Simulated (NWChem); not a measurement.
# C2H5FOSi; SMILES C1[SiH](F)CO1

```xyz
10

F     -0.4155     2.0167     0.0000
Si     0.4117     0.6164     0.0000
C     -0.0838    -0.8050     1.1347
O      0.1088    -1.6682     0.0000
C     -0.0838    -0.8050    -1.1347
H      1.8567     0.9779     0.0000
H      0.5606    -1.1166     1.9711
H     -1.1358    -0.8012     1.4799
H     -1.1358    -0.8012    -1.4799
H      0.5606    -1.1166    -1.9711
```
Atoms are numbered in this order, from 1.

Computed with NWChem. The geometry was optimised at PBE0/def2-SVP. Level: PBE0/def2-SVP with SMD (1 M gas to 1 M solution), gas-phase geometry. Reactions with the solvent are ignored.

Task: Estimate the computed values for solvent water. Quantities: solvation free energy (kcal/mol); cavity-dispersion-structure term (kcal/mol); dipole in solution (D).

Result: The solvation free energy (kcal/mol) is -1.8 and the cavity-dispersion-structure term (kcal/mol) is 3.5. The dipole in solution (D) comes out as 0.52.
